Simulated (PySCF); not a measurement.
## Excitation energy of Li by level of theory

Li [He] 2s1 (2S) → Li [He] 3d1 (2D), as a difference of total energies. All numbers are calculated (PySCF 2.14, scalar relativity by spin-free X2C-1e, in aug-cc-pCVQZ-DK (9s8p6d4f2g, 109 functions)). Correlated levels: valence and next inner shell: nothing frozen. The calculations carry no spin-orbit coupling.

```tsv
method	excitation energy (eV)	error (eV)
UHF	4.072	+0.193
LDA	3.838	-0.041
PBE	3.781	-0.098
PBE0	3.870	-0.009
r2SCAN	3.791	-0.088
PBEsol	3.743	-0.136
wB97X-V	4.152	+0.273
B97-3	3.570	-0.309
MP2 (valence and next inner shell)	4.110	+0.231
SCS-MP2 (valence and next inner shell)	4.105	+0.226
```

Reference: 3.879 eV (measured; NIST levels, between the centres of gravity of the two terms).

Errors of the correlated levels include the incompleteness of this basis.

The promoted electron is Rydberg-like, and one or two diffuse shells describe it only roughly, which tends to raise the upper state.
